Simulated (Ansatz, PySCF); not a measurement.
Process, species as SMILES: [CH2]B(F)F → [CH2-]B(F)F (an electron is taken up)
Each molecule is optimised on its own at B3LYP-D3(BJ)/def2-TZVP (Ansatz, a quantum-chemistry and plane-wave program), one conformer each, not searched for the lowest. Frequencies are from Ansatz.

Property: adiabatic electron affinity (0 K, with B3LYP-D3(BJ) harmonic zero-point energies), positive where the reaction releases energy, in eV. Correlated levels leave the core frozen unless marked. UHF or UKS for open shells. No spin-orbit coupling. Non-relativistic unless marked X2C. Anions need diffuse functions: aug- sets have them; def2-D sets add few; the other sets have none. CBS(X,Y): correlation extrapolated as X^-3; Hartree-Fock from the larger set. The bracket is a focal-point correction in the basis named.

```tsv
level	program	adiabatic electron affinity (eV)
revPBE-D3(BJ)/def2-TZVPD	Ansatz + dftd3	1.64
PBE0/def2-SVP	Ansatz	1.18
BHLYP-D3(BJ)/def2-TZVPD	Ansatz + dftd3	1.41
TPSSh-D3(BJ)/def2-TZVPD	PySCF + dftd3	1.54
SCS-MP2/aug-cc-pVDZ	Ansatz	1.68
SCS-MP2/cc-pVTZ	Ansatz	1.40
SCS-MP2/cc-pwCVTZ	Ansatz	1.40
```

**Question.** Estimate the value at RI-MP2/CBS(aug-cc-pVTZ,aug-cc-pVQZ)+[CCSD(T)-MP2]/aug-cc-pVTZ as computed with Ansatz.

**Answer.** 1.77 eV
